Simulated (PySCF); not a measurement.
C3H8MgO, SMILES C[CH](C)[Mg][OH].

Geometry: r2SCAN-D4/def2-SVP. One conformer was computed; it need not be the lowest.

Level of theory: TDA-B3LYP/def2-SVPD run with PySCF.

Vertical excitations.  State labels are in the subgroup Cs.

```
state  symmetry  energy (eV)  λ (nm)      f                                            main pairs
-----  --------  -----------  ------  -----  ----------------------------------------------------
S1           A'         4.74     261  0.175                                        HOMO→LUMO 96 %
S2           A'         5.25     236  0.031                                      HOMO→LUMO+1 93 %
S3           A"         5.31     233  0.034                                      HOMO→LUMO+2 91 %
S4           A'         5.54     224  0.067                                      HOMO−1→LUMO 94 %
S5           A"         5.55     224  0.081                                      HOMO−2→LUMO 91 %
S6           A'         5.77     215  0.054                                      HOMO→LUMO+3 97 %
S7           A"         6.46     192  0.000                                    HOMO−2→LUMO+1 96 %
S8           A'         6.48     191  0.000                HOMO−1→LUMO+1 52 %, HOMO−2→LUMO+2 46 %
S9           A"         6.50     191  0.000                                    HOMO−1→LUMO+2 96 %
S10          A'         6.89     180  0.072  HOMO→LUMO+4 69 %, HOMO→LUMO+5 16 %, HOMO−3→LUMO 13 %
T1           A'         3.75     331      0                                        HOMO→LUMO 96 %
T2           A'         4.95     250      0                                      HOMO→LUMO+1 95 %
T3           A"         5.01     247      0                                      HOMO→LUMO+2 95 %
T4           A'         5.26     236      0                                      HOMO−1→LUMO 97 %
```
Triplets are in the Tamm–Dancoff approximation.
